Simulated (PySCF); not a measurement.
A side-by-side comparison of computed properties.

First species: C4H13PSi2.
InChI=1S/C4H13PSi2/c5-7-6-4-2-1-3-4/h4H,1-3,5-7H2

Second species: C7H12Si.
SMILES: `[SiH2]1C(C=C)(C=C)[C@@H]1C`

Levels: PBE0/pcSseg-1 for dipole moment, HOMO energy, LUMO energy and HOMO–LUMO gap; GFN2-xTB for rotational constant A and rotational constant C. Geometries: GFN2-xTB. Each species is one conformer at its optimised geometry, gas phase, non-relativistic unless stated. Electronic properties by PySCF.

The conformers computed, where there is a choice (atom-mapped SMILES and torsion angles):
- `[PH2:1][SiH2:2][SiH2:3][CH:4]1[CH2:5][CH2:6][CH2:7]1`: P1–Si2–Si3–C4 180°, Si2–Si3–C4–C5 -170°, H–P1–Si2–Si3 46°, H–P1–Si2–Si3 -47°
- `[CH2:1]=[CH:2][C:3]1([CH:4]=[CH2:5])[SiH2:6][C@H:7]1[CH3:8]`: C1–C2–C3–C4 -114°, C2–C3–C4–C5 18°

Question: Which of the two has the higher rotational constant A, and by how much?

Answer: The first: 4.542 GHz against 2.009 GHz, a difference of 2.533 GHz.

Question: Which has the higher HOMO–LUMO gap?

Answer: The first: 6.83 eV against 6.13 eV, a difference of 0.70 eV.

Question: Which of the two has the higher dipole moment, and by how much?

Answer: The first: 1.91 D against 0.79 D, a difference of 1.12 D.

Question: Which has the higher LUMO energy?

Answer: The second: -0.12 eV against -0.21 eV, a difference of 0.09 eV.

Question: Which of the two has the higher HOMO energy, and by how much?

Answer: The second: -6.25 eV against -7.04 eV, a difference of 0.79 eV.

Question: Which of the two has the higher rotational constant C, and by how much?

Answer: The second: 1.255 GHz against 0.490 GHz, a difference of 0.765 GHz.

On the first: In atomic units the dipole is 0.75 e·bohr (1 au = 2.5417 D).

On the second: A dipole of 0.79 D is allowed in C1, and pure rotational transitions are dipole-allowed. The dipole matches unit charges of opposite sign 0.16 Å apart (1 e·Å = 4.8032 D).
